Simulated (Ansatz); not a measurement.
Born–Oppenheimer molecular dynamics of AlH₆N₃ (10 atoms, charge 0, multiplicity 1). It goes on from the last frame of an earlier run, with new velocities.

Theory: RKS PBE0/6-31G* (Ansatz 0.2.0).

- ensemble: NVT, Langevin thermostat
- time step: 0.5 fs
- steps asked: 150
- set temperature: 1000 K
- friction: 0.005 /fs
- seed: 650522

First frame:

```xyz
10
Properties=species:S:1:pos:R:3
Al -0.070 -0.035 0.061
N 0.086 0.062 1.826
H -0.279 0.042 2.752
H 1.053 0.416 1.944
N 1.460 0.163 -0.839
H 1.206 -0.222 -1.733
H 2.473 0.123 -0.739
N -1.444 -0.179 -1.079
H -2.362 -0.413 -0.688
H -1.617 0.360 -1.902
```

Task: How far do the bonds stretch over the last three quarters of this one trajectory? (Pairs bonded in most of those frames.)

Result: 
| bond | mean (Å) | spread (Å) | shortest | longest |
| --- | --- | --- | --- | --- |
| Al1–N2 | 1.806 | 0.042 | 1.73 | 1.87 |
| Al1–N5 | 1.776 | 0.017 | 1.75 | 1.81 |
| Al1–N8 | 1.805 | 0.062 | 1.72 | 1.90 |
| N2–H3 | 1.018 | 0.044 | 0.94 | 1.11 |
| N2–H4 | 1.019 | 0.027 | 0.97 | 1.06 |
| N5–H6 | 1.014 | 0.020 | 0.98 | 1.05 |
| N5–H7 | 1.014 | 0.039 | 0.96 | 1.08 |
| N8–H9 | 1.015 | 0.027 | 0.97 | 1.07 |
| N8–H10 | 1.021 | 0.033 | 0.96 | 1.08 |

Mean temperature of the second half: 716 K. The mean temperature of the second half is 28 % below the set value. A run of 0.075 ps of so small a system gives no equilibrium averages.

Time of the run: 6.5 min on 1 thread of Arm Neoverse V2, with other jobs on the host, peak memory 0.14 GiB.
